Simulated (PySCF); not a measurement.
Isomers of C6H7F3Si, from PySCF, PBE0-D3(BJ)/def2-SVP geometry optimisation, gas phase. One conformer each, no zero-point energy, no frequencies.

Problem. Which is lowest in electronic energy at this level?
A. `CC1=C[SiH2]C(C(F)(F)F)=C1`: A = 1965, B = 759.7, C = 612.2 MHz, dipole 3.18 D
B. `C[Si@H]1C=CC(C(F)(F)F)=C1`: A = 2456, B = 646.4, C = 593.2 MHz, dipole 2.70 D
C. `CC1=C(C(F)(F)F)C=C[SiH2]1`: A = 1906, B = 868.9, C = 674.0 MHz, dipole 1.91 D
D. `[F:1][C:2]([F:3])([F:4])[CH2:5][C:6]1=[CH:7][CH:8]=[CH:9][SiH2:10]1` with C2–C5–C6–C7 139°: A = 2571, B = 683.6, C = 609.3 MHz, dipole 2.29 D
E. `[F:1][C:2]([F:3])([F:4])[CH2:5][C:6]1=[CH:7][SiH2:8][CH:9]=[CH:10]1` with C2–C5–C6–C7 -104°: A = 2753, B = 613.2, C = 570.5 MHz, dipole 1.74 D

Solution. B. That is `C[Si@H]1C=CC(C(F)(F)F)=C1`, 3.5 kcal/mol below the next.

```csv
SMILES,mapped SMILES,E (Eh),relative (kcal/mol),relative (kJ/mol),dipole (D)
C[Si@H]1C=CC(C(F)(F)F)=C1,[CH3:1][Si@H:2]1[CH:3]=[CH:4][C:5]([C:6]([F:7])([F:8])[F:9])=[CH:10]1,-820.71187,0.0,0.0,2.70
CC1=C[SiH2]C(C(F)(F)F)=C1,[CH3:1][C:2]1=[CH:3][SiH2:4][C:5]([C:6]([F:7])([F:8])[F:9])=[CH:10]1,-820.70632,3.5,14.6,3.18
FC(F)(F)CC1=CC=C[SiH2]1,[F:1][C:2]([F:3])([F:4])[CH2:5][C:6]1=[CH:7][CH:8]=[CH:9][SiH2:10]1,-820.70343,5.3,22.1,2.29
FC(F)(F)CC1=C[SiH2]C=C1,[F:1][C:2]([F:3])([F:4])[CH2:5][C:6]1=[CH:7][SiH2:8][CH:9]=[CH:10]1,-820.70291,5.6,23.5,1.74
CC1=C(C(F)(F)F)C=C[SiH2]1,[CH3:1][C:2]1=[C:3]([C:4]([F:5])([F:6])[F:7])[CH:8]=[CH:9][SiH2:10]1,-820.69908,8.0,33.6,1.91
```
